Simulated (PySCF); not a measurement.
Species: 1,5-pentanediol, C5H12O2.
Bonds: O1–C2, C2–C3, C3–C4, C4–C5, C5–C6, C6–O7. Hydrogens: H8 on O1; H9, H10 on C2; H11, H12 on C3; H13, H14 on C4; H15, H16 on C5; H17, H18 on C6; H19 on O7.

Method used: PySCF, PBE0-D3(BJ)/def2-TZVP geometry optimisation, gas phase.

Task: What internal coordinates does the optimisation give?

Result: 
| bond | length (Å) |
| --- | --- |
| O1–C2, C6–O7 | 1.414 |
| C2–C3, C5–C6 | 1.518 |
| C3–C4, C4–C5 | 1.521 |
| O1–H8, O7–H19 | 0.961 |
| C2–H9 and 3 like bonds | 1.096 |
| C3–H11 and 3 like bonds | 1.097 |
| C4–H13, C4–H14 | 1.094 |

Bonds in one row agree within 0.01 Å and their mean is given. A selection of angles:
| angle | degrees |
| --- | --- |
| C2–O1–H8 | 108.2 |
| O1–C2–C3 | 113.2 |
| O1–C2–H9 | 105.4 |
| O1–C2–H10 | 110.8 |
| C3–C2–H9 | 110.6 |
| C3–C2–H10 | 109.6 |
| H9–C2–H10 | 106.9 |
| C2–C3–C4 | 114.5 |
| C2–C3–H11 | 108.7 |
| C2–C3–H12 | 108.1 |
| C4–C3–H11 | 109.3 |
| H11–C3–H12 | 105.9 |
| C3–C4–C5 | 114.0 |
| C3–C4–H13 | 109.3 |
| H13–C4–H14 | 106.5 |
| C4–C5–C6 | 113.1 |

Dihedral angles: O1–C2–C3–C4 57° (synclinal); C2–C3–C4–C5 64° (synclinal); C3–C4–C5–C6 174° (antiperiplanar); C4–C5–C6–O7 -61° (synclinal); H8–O1–C2–C3 60° (synclinal); H19–O7–C6–C5 -62° (synclinal). The mirror-image conformer, all signs reversed, is as good.

Of the pairs four or more bonds apart, H9···H15 is among the closest relative to their van der Waals radii: 2.29 Å, 95 % of the sum of Bondi's values.

Point group: C1 (no symmetry element, even within 0.4 Å). No frequency check. The numbers are those of one conformer (H–O1–C2–C3 60°, O1–C2–C3–C4 57°, C2–C3–C4–C5 64°, C3–C4–C5–C6 174°, C4–C5–C6–O7 -61°).
